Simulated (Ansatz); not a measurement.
Input file for Ansatz (a quantum-chemistry and plane-wave program): R-B3LYP-D3(BJ)/def2-TZVP on CH4F2O (a complex).

Ansatz 0.2 input:
```yaml
crystal:
  periodic: [false, false, false]
  atoms:
    - {symbol: O, position_ang: [0.30879565, 0.17000431, 0.05961638]}
    - {symbol: H, position_ang: [0.40389779, -0.04232279, -0.87080706]}
    - {symbol: H, position_ang: [-0.58938280, -0.06081410, 0.31050008]}
    - {symbol: F, position_ang: [0.68542738, -0.53240927, 4.04811572]}
    - {symbol: C, position_ang: [0.27847570, 0.39515258, 3.16168726]}
    - {symbol: F, position_ang: [-0.99520887, 0.10682728, 2.81953962]}
    - {symbol: H, position_ang: [0.90222874, 0.33739898, 2.26069787]}
    - {symbol: H, position_ang: [0.29489323, 1.37947645, 3.64763376]}
basis:
  gaussian:
    orbitals: def2-TZVP
hamiltonian:
  xc: b3lyp
  dispersion: d3bj
relax: {f_tol: 0.004, max_steps: 120}
scf: {lower_state_search: off}
```

Give the final energy of this run.

-315.5682 hartree.

How many basis functions does it have, and what does it roughly cost on one machine?

148 functions; very roughly 40 core-seconds.
